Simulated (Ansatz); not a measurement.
The same ligand exchange along the group B, Al, Ga, In.

Computed with Ansatz on PBE0-D4/def2-TZVP structures; ΔE is electronic, products minus reactants. CBS: MP2 limit from def2 TZ/QZ plus the TZ coupled-cluster correction, frozen cores. Small cases extrapolate CCSD(T) itself. DFT in def2-TZVPP. Elements past krypton have def2 core potentials. For Ga, In outer-core shells are correlated without core-valence functions, which leaves a few kJ/mol of doubt a bond. Scalar relativity is left out up to krypton. One conformer a species, not always the lowest.

| reaction | ωB97X-V (kJ/mol) | CCSD(T)/CBS(def2) (kJ/mol) |
| --- | --- | --- |
| boron trifluoride + H₂S → `FB(F)S` + H–F | 79 | 78 |
| `[F][Al]([F])[F]` + H₂S → `[F][Al]([F])[SH]` + H–F | 63 | 62 |
| `[F][Ga]([F])[F]` + H₂S → `[F][Ga]([F])[SH]` + H–F | -19 | -30 |
| `[F][In]([F])[F]` + H₂S → `[F][In]([F])[SH]` + H–F | -48 | -59 |

Largest T1 diagnostic: 0.018, for `[F][In]([F])[F]`.

Extrapolated directly: boron trifluoride + H₂S → `FB(F)S` + H–F.
